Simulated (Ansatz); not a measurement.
Ansatz (an electronic-structure program) input (BHLYP/def2-TZVPD):

Ansatz 0.2 input:
```yaml
crystal:
  periodic: [false, false, false]
  atoms:
    - {symbol: C, position_ang: [-3.04836672, 0.30989210, -0.39502381]}
    - {symbol: C, position_ang: [-1.76339565, 0.03641998, -0.65639222]}
    - {symbol: B, position_ang: [-0.68379153, 0.23305214, 0.40126322]}
    - {symbol: Br, position_ang: [1.17077943, -0.10760394, 0.18591085]}
    - {symbol: H, position_ang: [-3.35437979, 0.67875261, 0.57703925]}
    - {symbol: H, position_ang: [-3.83102642, 0.17661118, -1.13401091]}
    - {symbol: H, position_ang: [-1.50234200, -0.33235901, -1.64772788]}
basis:
  gaussian:
    orbitals: def2-TZVPD
hamiltonian:
  xc: {name: BHLYP}
magnetization: {spin_polarized: true, initial_magnetization: 1}
output: {forces: true}
```

End of the output:

```
integrals: 0.11 GiB planned
1314 factors; their error is unknown
0.32 GiB of the device are held for the grids
1.10 GiB of device memory are held for the factors and their scratch space
mean field: 1.09 GiB planned
mean field evaluation 1: about -72831.8351 eV, gradient 4.0e1 eV
mean field evaluation 2: about -72814.3041 eV, gradient 6.5e1 eV
mean field evaluation 4: about -72840.4021 eV, gradient 5.6e0 eV
mean field evaluation 8: about -72840.7491 eV, gradient 1.5e-1 eV
mean field evaluation 16: about -72841.3958 eV, gradient 2.7e-3 eV
mean field evaluation 32: about -72831.8351 eV, gradient 4.0e1 eV
mean field -72842.93272300 eV, -2676.9284028572 hartree, gradient 1.5e-5 eV, S^2 0.753384; 2 other end points of the search recorded, 0 dependent functions left out
the calculation of the forces begins
reference -72842.93290317 eV, -2676.9284094783 hartree; 28, 27 occupied and 167, 168 virtual orbitals, 1314 factors
Total energy: -72842.93290317 eV, -2676.9284094783 hartree
Atom 0 at    -3.048367     0.309892    -0.395024 Å, force     0.337588    -0.059860    -0.032760 eV/Å
Atom 1 at    -1.763396     0.036420    -0.656392 Å, force    -0.458027     0.031141    -0.105548 eV/Å
Atom 2 at    -0.683792     0.233052     0.401263 Å, force     0.037564    -0.033082    -0.082788 eV/Å
Atom 3 at     1.170779    -0.107604     0.185911 Å, force    -0.130320     0.025278     0.019148 eV/Å
Atom 4 at    -3.354380     0.678753     0.577039 Å, force     0.080375    -0.095226    -0.250355 eV/Å
Atom 5 at    -3.831026     0.176611    -1.134011 Å, force     0.212136     0.030995     0.184930 eV/Å
Atom 6 at    -1.502342    -0.332359    -1.647728 Å, force    -0.079315     0.100754     0.267373 eV/Å
Dipole moment:    -0.405344    -0.002259    -0.182726 e Å
```

It need not be the lowest isomer of its formula.
